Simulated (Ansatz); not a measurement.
Isolated molecules relaxed with PBE0-D4/def2-TZVP in Ansatz; ΔE leaves out vibrations. CBS: MP2 limit from def2 TZ/QZ plus the TZ coupled-cluster correction, frozen cores. This one scheme is used for every species, atoms too. For atomizations the MP2-based limit and the directly extrapolated one differ by several kJ/mol either way, and by 10 to 25 for some Ge, Se and Sn compounds, so smaller differences from it don't rank the levels. Functionals use def2-TZVPP. Open shells (•) are unrestricted, without spin–orbit coupling. Spin–orbit coupling would lower the free atoms: a little for B, C, O, Si. Each species was taken in one conformer, which may not be the lowest.

`N[SiH2]CBO` → B• + C• + 8 H• + N• + O• + Si•  (atomization)

Question: What is ΔE at CCSD(T)/CBS? (Estimate.)

Answer: Computed: +4808.7 kJ/mol.

Question: What do these levels give: LDA (SPW92), BLYP-D4, r2SCAN-D4, PBE0-D4, B2PLYP, PBE-QIDH, PBE0, r2SCANh, HF/def2-TZVPP, MP2/def2-TZVPP, SCS-MP2/def2-TZVPP, HF/def2-QZVPP? (An estimate is asked.)

Answer: Ansatz gave: LDA (SPW92) 5444.1, BLYP-D4 4802.7, r2SCAN-D4 4814.4, PBE0-D4 4799.0, B2PLYP 4766.6, PBE-QIDH 4769.0, PBE0 4778.5, r2SCANh 4782.6, HF/def2-TZVPP 3549.6, MP2/def2-TZVPP 4744.5, SCS-MP2/def2-TZVPP 4744.2, HF/def2-QZVPP 3557.6 kJ/mol.

Largest T1 diagnostic among the species: 0.014.

Leaving LDA and LC-ωPBE aside and taking each functional with its dispersion term where it has one, the values, not all of them listed here, spread over 164.5 kJ/mol, from BHLYP-D4 to PBE-D4. LDA lies +600.6 kJ/mol from PBE without D4, its usual overbinding. From r2SCAN to r2SCAN0 (25 % exact exchange), in def2-TZVPP and without D4, ΔE moves by −62.5 kJ/mol: exact exchange takes away binding that semilocal exchange gives to molecules.
